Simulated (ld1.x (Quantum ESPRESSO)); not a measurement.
Which setting gave this result? (P (Z = 15), ultrasoft)

Base potential:

ld1.x (Quantum ESPRESSO) 7.5 input, shortened:

```
&input
   title='P', zed=15., rel=1, dft='PBE', iswitch=3,
   config='[Ne] 3s2 3p3 3d-2'
 /
 &inputp
   pseudotype=3, tm=.true., lloc=-1, rcloc=2.35,
   nlcc=.true., new_core_ps=.true., rcore=1.05,
   which_augfun='PSQ', rmatch_augfun=1.20
 /
6
3S  1  0   2.00   0.00  1.20  1.65  0.0
3S  1  0   0.00   1.65  1.20  1.65  0.0
3P  2  1   3.00   0.00  1.65  2.20  0.0
3P  2  1   0.00   0.30  1.65  2.20  0.0
3D  3  2  -2.00  -0.15  1.85  2.45  0.0
3D  3  2  -2.00   0.45  1.85  2.45  0.0
 &test
   configts(1)='3s2 3p3'
 /
```

Cutoffs, loose and tight: the cutoffs (Ry, on a coarse ladder) from which the occupation-weighted sum of valence levels, in a spherical-Bessel basis at the reference potential, stays within 10 and 1 mRy of its value at 400 Ry. They do not see the model core or the augmentation charge, which bear on the density cutoff. Test errors are all-electron minus pseudo excitation energies from the reference, over the configurations 3s2 3p2; 3s2 3p1; 3s2 3p0; 3s0 3p5; 3s1 3p3; 3s1 3p0; 3s1 3p4; variants that change the core or the reference have their own tests. The largest error is taken over the tests solved by every variant that gives reliable tests at all, those not shown here included: 3s2 3p0; 3s2 3p1; 3s2 3p2.

Only the scale of all radii but the core radius (base = 1) is moved (3 further runs of the sweep failed or gave no value and are left out):

```
scale of all radii but the core radius (base = 1)  cutoff, loose  cutoff, tight  bound ghosts  largest test error (meV)
                                             0.84          18 Ry          25 Ry          none                      +2.6
                                             0.96          15 Ry          18 Ry          none                       +11
                                             1.02          12 Ry          15 Ry          none                       +16
                                             1.27           8 Ry          12 Ry          none                       +48
```

Question: One more run gave cutoff, loose: 10 Ry; cutoff, tight: 15 Ry; bound ghosts: none; largest test error (meV): +22. Which value of the scale of all radii but the core radius (base = 1) was used?

Answer: 1.1. The loose cutoff moves one way along this sweep, from 18 Ry at 0.84 to 8 Ry at 1.27, which places the run between 1.02 and 1.27.
